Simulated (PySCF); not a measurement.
1,3-oxasiletane-2,4-dione (C2H2O3Si), SMILES O=C1OC(=O)[SiH2]1. Atoms are numbered in the order given.

```xyz
8

O      2.2347     0.0000     0.6539
C      1.1137     0.0000     0.2691
O      0.0000     0.0000     1.1389
C     -1.1137     0.0000     0.2691
O     -2.2347     0.0000     0.6539
Si     0.0000     0.0000    -1.3224
H      0.0000     1.2347    -2.1449
H      0.0000    -1.2347    -2.1449
```

Coordinates come from a B3LYP-D3(BJ)/def2-SVP optimisation.

Computed with PBE0/pcSseg-1 in PySCF.

GIAO shieldings, no solvent; atoms alike by connectivity are averaged. δ = σ(ref) − σ: ¹⁷O against H2O (σ = 334.2 ppm); ¹³C against TMS (σ = 186.3 ppm); ²⁹Si against TMS (σ = 352.7 ppm); ¹H against TMS (σ = 31.56 ppm), references at their B3LYP-D3(BJ)/def2-TZVP geometries, non-relativistic.

```csv
nucleus,atoms,count,δ (ppm)
¹⁷O,O3,1,574.3
¹⁷O,"O1, O5",2,552.9
¹³C,"C2, C4",2,180.0
²⁹Si,Si6,1,-21.2
¹H,"H7, H8",2,5.65
```
